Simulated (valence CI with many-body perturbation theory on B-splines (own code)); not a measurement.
# A CI+MBPT run for Pd32+

Computed by configuration interaction combined with many-body perturbation theory (CI+MBPT): four valence electrons over a frozen Dirac-Fock core [Ne], a basis of 6 s, 6 p, 5 d, 3 f, 1 g functions for each j, with the one-electron correlation potential Σ1 (screened to all orders), the two-electron term Σ2, the three-electron term Σ3, Breit, model QED; selected single and double excitations, second order for the rest, scaled by the run's own slope (own B-spline code, finite nucleus).

Command, and the settings that its task file holds:

```sh
python run_cv.py task.json out
```

```
atom Pd  Z=46  mass_number=106  rms_radius_fm=4.5318
core [Ne]
valence 3s2 3p2
avg = 1
basis = S
breit = 1
cap = 10000
capref = 1200
cscale = 1
de = 0.0
dress = 0
eps = 2e-08
extrap = 1
h = 0.27
hh = 1
l2 = 3
lcore = 7
maxit = 60
n2 = 5
natural = 1
nlev = 21
nno = [3, 3, 3, 2, 1]
nroot = 26
nsp = [3, 3, 2, 1, 0]
pt2 = 1
qed = 1
rpa = 1
s1 = 1
s2 = 1
s3 = 1
screen = 1
tol = 0.001
whole = 1
```

It took 15 s on 1 thread of Intel(R) Xeon(R) Platinum 8375C CPU @ 2.90GHz (Ice Lake), on a shared host.

Log. The first blocks belong to the next ion, which gives the ionisation energy. Fields: 2J, parity (1 odd), roots, reference size, generating configurations, candidates as configurations/state functions, variational space P, stored matrix elements, Davidson steps; e2 is the range of second-order energies in hartree. The first line gives the box (bohr), its intervals, the orbitals and the steps of their self-consistent field. Window is the range of levels sought, series limit the energy at which the first omitted orbital would enter, core excitation an estimate of the first excitation out of the core, left out the lowest levels not solved, and shifts from estimates the range by which levels moved from their first estimate, all in cm⁻¹.

```
rmax 2.6 intervals 57 orbitals 36 references ['3s2 3p2', '3s 3p3', '3s2 3p 3d', '3p4', '3s 3p2 3d'] scf 4 t 0.9
2J=1 par=1 roots 2 ref 37 generators 6 cand 683/962 P 713/999 nnz 0 it 0
2J=1 par=1 roots 2 ref 37 generators 8 cand 372/623 P 1085/1622 nnz 0 it 4
   second order: generators 16 cand 908/1327 e2 -0.00000 -0.00000
reference levels 484, estimated 57, window 1662086 1/cm; series limit 10813480, core excitation 23620443
2J=0 par=0 roots 3 ref 24 generators 12 cand 439/821 P 2160/3390 nnz 9.7e+05 it 2
2J=0 par=0 roots 3 ref 24 generators 14 cand 472/930 P 2632/4320 nnz 1.5e+06 it 3
   second order: generators 20 cand 2310/4745 e2 -0.00001 -0.00000
2J=2 par=0 roots 2 ref 41 generators 8 cand 319/910 P 1146/3387 nnz 1.4e+06 it 2
2J=2 par=0 roots 2 ref 41 generators 11 cand 1507/6388 P 2653/9775 nnz 9e+06 it 4
   second order: generators 17 cand 2227/10322 e2 -0.00002 -0.00001
2J=4 par=0 roots 3 ref 62 generators 12 cand 327/1013 P 1101/3564 nnz 1.7e+06 it 2
2J=4 par=0 roots 3 ref 62 generators 19 cand 1326/6430 P 2427/9994 nnz 9.5e+06 it 4
   second order: generators 25 cand 3173/21604 e2 -0.00017 -0.00003
2J=4 par=1 roots 8 ref 65 generators 19 cand 235/978 P 1050/3528 nnz 1.5e+06 it 2
2J=4 par=1 roots 8 ref 65 generators 24 cand 1346/6472 P 2396/10000 nnz 9.4e+06 it 4
   second order: generators 34 cand 4349/26991 e2 -0.00014 -0.00003
2J=2 par=1 roots 6 ref 53 generators 18 cand 273/979 P 1231/3523 nnz 1.4e+06 it 2
2J=2 par=1 roots 6 ref 53 generators 19 cand 1624/6467 P 2855/9990 nnz 8.5e+06 it 5
   second order: generators 30 cand 3014/15990 e2 -0.00003 -0.00001
2J=6 par=1 roots 4 ref 57 generators 13 cand 204/1012 P 1040/3564 nnz 1.6e+06 it 2
2J=6 par=1 roots 4 ref 57 generators 18 cand 1300/6384 P 2340/9948 nnz 9.5e+06 it 4
   second order: generators 30 cand 4209/32200 e2 -0.00011 -0.00004
2J=0 par=1 roots 2 ref 20 generators 8 cand 478/821 P 2129/3315 nnz 9.6e+05 it 2
2J=0 par=1 roots 2 ref 20 generators 11 cand 471/853 P 2600/4168 nnz 1.4e+06 it 3
   second order: generators 16 cand 2308/4541 e2 -0.00002 -0.00000
2J=8 par=1 roots 1 ref 38 generators 5 cand 357/1575 P 1339/5156 nnz 3.2e+06 it 2
2J=8 par=1 roots 1 ref 38 generators 10 cand 690/2822 P 2029/7978 nnz 6.5e+06 it 3
   second order: generators 13 cand 2760/18765 e2 -0.00004 -0.00004
left out: unestimated 2436145, estimated 1868163, shifts from estimates -1 to 37
operators 0.7
```

The Davidson iterations converged.

No measured spectrum was set against this ion. As an estimate, large intervals hold to a few tenths of a per cent, small ones and those within an open d or f shell to about a per cent.

| Quantity | Value |
| --- | --- |
| Valence energy | -309.5415 hartree |
| Ionisation energy | 1960.7 eV (NIST: 1962 ± 4 eV (semi-empirical)) |
| Reference configurations for the orbitals | 3s2 3p2, 3s 3p3, 3s2 3p 3d, 3p4, 3s 3p2 3d |
| Radial orbitals | 36 |
| Box radius | 2.554 bohr |
| Largest variational space | 10000 |
| Lowest levels | (3s^2 3p1/2^2) J=0 0, (3s^2 3p1/2 3p3/2) J=1 262250, (3s^2 3p1/2 3p3/2) J=2 303340, (3s^2 3p3/2^2) J=2 595690, (3s^2 3p3/2^2) J=0 689000, (3s 3p1/2^2 3p3/2) J=2 892960, (3s 3p1/2^2 3p3/2) J=1 1026100, (3s 3p1/2 3p3/2^2) J=2 [a] 1137100, (3s 3p1/2 3p3/2^2) J=3 1205000, (3s^2 3p1/2 3d3/2) J=2 1209700, (3s 3p1/2 3p3/2^2) J=0 1296800, (3s 3p1/2 3p3/2^2) J=1 [a] 1319900, (3s 3p1/2 3p3/2^2) J=2 [b] 1349400, (3s^2 3p1/2 3d5/2) J=3 1380300 cm⁻¹ |

Levels are named by their leading jj configuration (3d3/2^4 stands for four electrons in 3d with j = 3/2), which in mixed levels can hold well under half, so a name can repeat and another be missing. Letters in brackets count levels of one name in rising energy.
